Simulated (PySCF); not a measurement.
**Question.** What does the PBE0-D3(BJ)/def2-SVP structure of `C[O][Mo](=[NH])([O]C)([O]C)[O]C` (Mo(NH)(OMe)4) look like in three dimensions? (Singlet state.)

**Answer.** 
```xyz
23
C4H13MoNO4 angstrom
Mo    -0.0084   -0.0134    0.0080
N      0.0416   -0.0300    1.7100
H      0.0374   -0.0290    2.7245
O      1.7092    0.5789   -0.5394
C      2.9541    0.0478   -0.2227
H      2.9668   -1.0378   -0.4366
H      3.1902    0.1885    0.8491
H      3.7363    0.5393   -0.8247
O     -0.5967    1.7248   -0.4776
C     -0.0334    2.9664   -0.2101
H     -0.1613    3.2437    0.8533
H     -0.5105    3.7390   -0.8357
H      1.0504    2.9438   -0.4319
O     -1.7537   -0.5737   -0.4722
C     -2.9990   -0.0154   -0.2154
H     -2.9633    1.0769   -0.3883
H     -3.3069   -0.1906    0.8325
H     -3.7560   -0.4585   -0.8836
O      0.5579   -1.7400   -0.5310
C      0.0370   -2.9851   -0.1996
H      0.2155   -3.2245    0.8658
H      0.5056   -3.7660   -0.8211
H     -1.0556   -2.9953   -0.3751
```

Orientation and origin are arbitrary. Atoms count from 1 in this order. All 4 C–O bonds measure 1.389 to 1.390 Å. Of the pairs four or more bonds apart, O9···H16 is among the closest relative to their van der Waals radii: 2.46 Å, 90 % of the sum of Bondi's values. Mo1 (molybdenum bonded to N and 4 O) is square pyramidal (τ5 = (β − α)/60° = 0.00 from the two widest angles, 148.7° and 148.5° (0 for a square pyramid, 1 for a trigonal bipyramid)). All 4 Mo–O bonds measure 1.895 to 1.898 Å.

Bonds between heavy atoms (Å): Mo1–N2 1.703, Mo1–O4 1.897, Mo1–O9 1.898, Mo1–O14 1.895, Mo1–O19 1.895, O4–C5 1.390, O9–C10 1.389, O14–C15 1.389, O19–C20 1.390.

Theory: PBE0-D3(BJ)/def2-SVP geometry optimisation, gas phase, def2 core potentials past Kr in PySCF 2.14.0.

Point group: near C4, missed by 0.12 Å at most; the miss may be what the optimiser left on a soft mode. Whether it is a minimum is left open (no frequencies).
